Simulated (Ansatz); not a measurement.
Geometry optimisation, RKS r2SCAN-D4/def2-SVP (Ansatz).

Input:

```yaml
crystal:
  periodic: [false, false, false]
  atoms:
    - { symbol: Ga, position_ang: [-0.168, -0.6336, 0.2405] }
    - { symbol: H, position_ang: [1.2327, 0.6008, -0.5261] }
    - { symbol: H, position_ang: [-0.6781, -1.6201, -0.8312] }
    - { symbol: H, position_ang: [-0.0094, -0.8006, 1.7662] }
    - { symbol: H, position_ang: [0.3915, 1.0995, -0.4444] }
    - { symbol: F, position_ang: [-0.7687, 1.354, -0.205] }
basis:
  gaussian: { orbitals: def2-SVP }
hamiltonian:
  xc: r2scan
  dispersion: d4
relax:
  f_tol: 0.15
  max_steps: 25
  restrain:
    - { distance: [0, 5], at: 3.09, k: 30.0 }
    - { distance: [4, 1], at: 1.92, k: 30.0 }
    - { distance: [0, 1], at: 1.53, k: 30.0 }
    - { distance: [4, 5], at: 0.88, k: 30.0 }
```

Launched with:

```bash
$ ansatz run input.yaml --threads 2 --pin off --max-ram 3072MiB --backend cpu --events-out ev --progress --plain --runs-dir out
```

**Question.** Where does it end, and by what steps?

**Answer.** The forces met the threshold. The restraints hold the end off the free minimum. After 7 steps the energy has fallen by 0.205 eV (the restraints' own energy left out); H5 moved furthest, 0.70 Å. Parted: Ga1–F6. Joined: Ga1–H2, H5–F6.

```
step  energy less start (eV)  largest force component (eV/Å)  accepted
   0                  0.0000                           1.573       yes
   1                  0.0482                           2.019       yes
   2                 -0.1974                           1.228       yes
   3                 -0.0755                           3.160       yes
   4                 -0.1645                           1.441       yes
   5                 -0.1171                           0.742        no
   6                 -0.2033                           1.150       yes
   7                 -0.2047                           0.960       yes
```

```xyz
6
Properties=species:S:1:pos:R:3
Ga 0.174 -0.915 0.235
H 1.144 0.138 -0.350
H -0.611 -1.832 -0.752
H 0.055 -1.038 1.785
H 0.055 1.709 -0.538
F -0.817 1.936 -0.379
```

Time of the run: 5.7 s on 2 threads of Intel(R) Xeon(R) 6975P-C (Granite Rapids), with other jobs on the host, peak memory 0.14 GiB.
